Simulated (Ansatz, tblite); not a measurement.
Cost and result up the ladder for Cu₃⁻ (the lowest singlet isomer of a short search) (3 atoms). Total charge -1; singlet. Geometry: r2SCAN-D4/def2-TZVPD.

Cartesian coordinates in Å:
```
Cu -0.869 1.956 0.882
Cu 0.869 -1.956 -0.882
Cu 0.000 0.000 0.000
```

Ansatz on 4 threads of Arm Neoverse N1 on a shared host; xTB runs through tblite on one thread. Times are rough, summed over both states, and most runs start from the orbitals of an earlier one. ωB97M-V/def2-TZVPD serves as the yardstick here, not as an exact answer. The other state is a triplet at its own geometry, which has other bonds, so the gap mixes isomer and spin.

The xTB rows come from tblite. LC-ωPBE has ω = 0.4 bohr⁻¹. Correlated methods freeze 27 core orbitals. At PBE0-D4/def2-TZVPD a singlet of charge -1 lies 0.50 eV below the triplet, each at its own geometry. The structure comes from a short search, and lower isomers may exist.

Run but left out: HF/STO-3G, BHLYP-D4/def2-TZVPD (singlet: restricted singlet, unstable in another Hartree–Fock run and untested here).

Correlated methods converge slowly with the basis.

xTB has no spin-polarisation term.

```
                          level  functions  wall time  triplet − singlet (eV)  difference from ωB97M-V/def2-TZVPD (eV)                                               remarks
                       GFN1-xTB         27    0.007 s                    1.18                                     0.47                                                     –
                       GFN2-xTB         27    0.007 s                    5.14                                     4.44                                                     –
              PBE-D4/def2-TZVPD        144      6.1 s                    0.54                                    -0.16                             HOMO above zero (triplet)
           revPBE-D4/def2-TZVPD        144      6.2 s                    0.54                                    -0.16  HOMO above zero (singlet), HOMO above zero (triplet)
             LC-ωPBE/def2-TZVPD        144      9.7 s                    0.28                                    -0.43                                                     –
             PBE0-D4/def2-TZVPD        144       14 s                    0.50                                    -0.21                             HOMO above zero (triplet)
             RPA@PBE/def2-TZVPD        144       16 s                    0.55                                    -0.15                                                     –
           r2SCAN-D4/def2-TZVPD        144       16 s                    0.26                                    -0.44                             HOMO above zero (triplet)
B97M-V/def2-TZVPD (with forces)        144       28 s                    0.68                                    -0.02                             HOMO above zero (triplet)
             ωB97M-V/def2-TZVPD        144       38 s                    0.70                                     0.00                                                     –
```
